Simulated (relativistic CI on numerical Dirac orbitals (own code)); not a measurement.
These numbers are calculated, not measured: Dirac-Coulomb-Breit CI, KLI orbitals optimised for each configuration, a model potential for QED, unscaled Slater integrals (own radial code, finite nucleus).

CI space (outside the closed core [Ar] 3d10): 4s2.4p6.4d3, 4s2.4p5.4d4, 4s2.4p6.4d2.4f, 4s.4p6.4d4, 4s2.4p5.4d3.4f, 4s.4p6.4d3.4f, 4s2.4p6.4d2.5s, 4s2.4p6.4d.4f.5s, 4s2.4p6.4d2.5p, 4s2.4p6.4d2.5d, 4s2.4p5.4d3.5s, 4s2.4p6.4d2.5f, 4p6.4d4.4f, 4s2.4p6.4d.5s.5p, 4s2.4p5.4d3.5p, 4s2.4p6.4d2.5g, 4s.4p6.4d2.4f.5s, 4s2.4p6.4d2.6s, 4s.4p6.4d3.5s, 4s2.4p6.4d2.6p, 4s2.4p6.4d2.6f, 4s2.4p6.4d2.7p, 4s2.4p6.4d.4f2, 4s2.4p6.4f3, 4s2.4p5.4d.4f3, 4s.4p6.4d.4f3, 4s2.4p6.4f2.5s, 4s2.4p6.4d.5s2, 4s2.4p6.4f.5s2, 4s2.4p5.4d.4f.5s2, 4s.4p6.4d.4f.5s2, 4s2.4p6.4d.5p2, 4s2.4p6.4f.5p2, 4s2.4p5.4d.4f.5p2, 4s.4p6.4d.4f.5p2, 4s2.4p6.5s.5p2. Double excitations out of closed p, d and f shells are left out; levels of such configurations are missing from the list, as are those of other unlisted configurations, and high levels can miss mixing partners. These lack a partner that the ground configuration has and come out too high: 4s2.4p6.4d2.5p, 4s2.4p6.4d2.5d, 4s2.4p5.4d3.5s, 4s2.4p6.4d2.5f, 4s2.4p5.4d3.5p.

At this charge energies of transitions that change n are usually good to better than 1 %, and those within a shell (Δn = 0) to a few per cent. Terms inside the open d or f shell come out 10 to 20 % too wide with unscaled integrals.

Outline of the computed level scheme of Yb XXXII. Lowest level of each configuration: 4s2.4p6.4d3 4F_3/2 at 0.000 eV; 4s2.4p5.4d4 4P°_3/2 at 144.156 eV.

Some strong electric-dipole decays among the lowest 45 levels: 4s2.4p5.4d4 4D°_1/2 → 4s2.4p6.4d3 4F_3/2 (1.8e+11 s⁻¹); 4s2.4p5.4d4 4G°_5/2 → 4s2.4p6.4d3 4F_3/2 (8.6e+10 s⁻¹); 4s2.4p5.4d4 4D°_7/2 → 4s2.4p6.4d3 4F_5/2 (1.5e+10 s⁻¹); 4s2.4p5.4d4 4D°_5/2 → 4s2.4p6.4d3 4P_3/2 (1.1e+10 s⁻¹); 4s2.4p5.4d4 4H°_9/2 → 4s2.4p6.4d3 4F_7/2 (1.0e+10 s⁻¹).

LS names give the leading component of a level, which can be under half, so a name can repeat, a term be missing and a line seem to break the LS rules.
